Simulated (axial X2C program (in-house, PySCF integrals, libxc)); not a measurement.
## What spin–orbit coupling does to CsH

Calculated with an in-house relativistic program for diatomic molecules. Spin-free means the one-electron spin-free X2C Hamiltonian; two-component (2c) means X2C with spin–orbit coupling and atomic mean-field two-electron Coulomb and Gaunt terms, so the difference of the two also holds small scalar two-electron terms. Basis: Cs dyall-cv3z [15s15p9d4f1g], H dyall-v3z [6s2p1d] (cores contracted in-house); Gaussian nuclei, density fitting, unrestricted open shells. Masses: Cs 132.905 u, H 1.008 u.

Spin-free state: M_S = 0, Λ = 0 (closed shell); fragments Cs + H.

```json
{"level": "PBE0", "Re (Å)": "2.476", "ωe (cm⁻¹)": "896.6", "De (eV)": "1.769", "μ (D)": "-7.82"}
{"level": "HF", "Re (Å)": "2.588", "ωe (cm⁻¹)": "853.8", "De (eV)": "0.907", "μ (D)": "-9.50"}
{"level": "MP2", "Re (Å)": "2.487", "ωe (cm⁻¹)": "910.2", "De (eV)": "1.545", "μ (D)": "n/a"}
{"level": "CCSD", "Re (Å)": "2.513", "ωe (cm⁻¹)": "884.5", "De (eV)": "1.770", "μ (D)": "n/a"}
{"level": "CCSD(T)", "Re (Å)": "2.506", "ωe (cm⁻¹)": "887.9", "De (eV)": "1.769", "μ (D)": "n/a"}
{"level": "PBE", "Re (Å)": "2.478", "ωe (cm⁻¹)": "874.5", "De (eV)": "1.816", "μ (D)": "-7.11"}
```

Correlated methods: 10 electrons correlated (number of frozen shells: Cs 4 s, 3 p, 2 d; H none), 228 virtual spin orbitals or spinors in MP2, 90 natural virtuals in coupled cluster.

Dipoles are positive if H is the positive end.

Two-component determinant lowest at the distance of the search:

Ω = 0 (closed shell); fragments Cs + H.

```tsv
level	Re (Å)	ωe (cm⁻¹)	De (eV)	μ (D)
PBE0	2.474	897.7	1.772	-7.80
HF	2.587	854.5	0.909	-9.48
MP2	2.486	911.0	1.547	n/a
CCSD	2.512	885.3	1.771	n/a
CCSD(T)	2.505	888.6	1.771	n/a
PBE	2.476	875.6	1.818	-7.09
```

**Question.** From the two tables, how do the constants change at the CCSD(T) level (2c against spin-free)?

**Answer.** At the CCSD(T) level Re drops by 0.001 Å and ωe rises by 0.7 cm⁻¹; De changes by 0.002 eV.

Occupations by symmetry block were frozen at the best pattern of an incomplete PBE0 search. Closed shells are restricted here (equal orbitals for both partners); the stretched side of such a curve lies too high. Dissociation energies refer to the lowest single-determinant-based atoms at the same level and basis. Coupled cluster ran in a truncated set of natural virtual spinors; the MP2 energy of the rest was added. (T) has no such correction and the atoms are truncated less, which lowers De at CCSD(T) by a hundredth of an eV or more.
